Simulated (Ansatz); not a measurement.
A run for Ansatz (a program for electronic structure): R-CCSD(T)/cc-pV(D+d)Z on H6Si6 (SMILES [SiH]12[SiH]3[SiH]1[SiH]1[SiH]2[SiH]31). The basis file is the Basis Set Exchange's JSON of that set.

Ansatz 0.2 input:
```yaml
crystal:
  periodic: [false, false, false]
  atoms:
    - {symbol: Si, position_ang: [1.36938735, 0.00000000, 1.18871310]}
    - {symbol: Si, position_ang: [-0.68472514, 1.18595022, 1.18872153]}
    - {symbol: Si, position_ang: [-0.68472514, -1.18595022, 1.18872153]}
    - {symbol: H, position_ang: [2.50056586, -0.00000000, 2.16627436]}
    - {symbol: H, position_ang: [-1.25025147, 2.16553218, 2.16636652]}
    - {symbol: H, position_ang: [-1.25025147, -2.16553217, 2.16636652]}
    - {symbol: Si, position_ang: [1.36938735, 0.00000000, -1.18871310]}
    - {symbol: Si, position_ang: [-0.68472514, 1.18595022, -1.18872153]}
    - {symbol: Si, position_ang: [-0.68472514, -1.18595022, -1.18872153]}
    - {symbol: H, position_ang: [2.50056586, -0.00000000, -2.16627436]}
    - {symbol: H, position_ang: [-1.25025147, 2.16553217, -2.16636652]}
    - {symbol: H, position_ang: [-1.25025147, -2.16553218, -2.16636652]}
basis:
  gaussian:
    orbitals: cc-pV_D+d_Z.json
magnetization: {spin_polarized: false}
correlation: {method: ccsd_t, electrons: outside_noble_gas}
scf: {lower_state_search: off}
```

Program output:

```
WARN ansatz: RAYON_NUM_THREADS=8 ignored (pool sized by the plan → 8); use --threads N
Functional definition: HF
these checks for a lower state are left out or cut short: stability, starts, cluster_reference, orbital_swaps, neighbouring_geometries, increment
integrals: 0.64 GiB planned
1800 factors; integrals over basis functions are off by at most 8.9e-4 eV
mean field: 0.89 GiB planned
mean field evaluation 1: about -47264.0432 eV, gradient 1.8e1 eV
mean field evaluation 2: about -47264.0437 eV, gradient 1.8e1 eV
mean field evaluation 4: about -47266.4135 eV, gradient 3.2e0 eV
mean field evaluation 8: about -47266.4556 eV, gradient 1.0e-4 eV
mean field -47266.45564222 eV, -1737.0102064971 hartree, gradient 2.0e-6 eV, S^2 0.000000; 0 other end points of the search recorded, 0 dependent functions left out
30 core orbitals not correlated
reference -47266.45564222 eV, -1737.0102064971 hartree; 15, 15 occupied and 123, 123 virtual orbitals, 1800 factors
second order -15.57066108 eV of doubles, -0.00000000 eV of singles
coupled cluster: 1.06 GiB planned
cycle   1  -16.79577843 eV  change    -1.2e0 eV  update   1.4e-1
cycle   2  -17.48189533 eV  change   -6.9e-1 eV  update   4.3e-2
cycle   3  -17.59866903 eV  change   -1.2e-1 eV  update   1.9e-2
cycle   4  -17.59540184 eV  change    3.3e-3 eV  update   4.9e-3
cycle   5  -17.59345352 eV  change    1.9e-3 eV  update   1.9e-3
cycle   6  -17.59286785 eV  change    5.9e-4 eV  update   6.2e-4
cycle   7  -17.59276725 eV  change    1.0e-4 eV  update   2.1e-4
cycle   8  -17.59285437 eV  change   -8.7e-5 eV  update   8.6e-5
cycle   9  -17.59284992 eV  change    4.4e-6 eV  update   2.7e-5
perturbative correction -0.93338422 eV, -0.0343012373 hartree
Total energy: -47284.98187635 eV, -1737.6910330441 hartree
Checks for a lower state left out: stability, starts, cluster_reference, orbital_swaps, neighbouring_geometries, increment
```

The calculation finished and met its thresholds.

Cost: about 50 core-seconds (a rough figure).
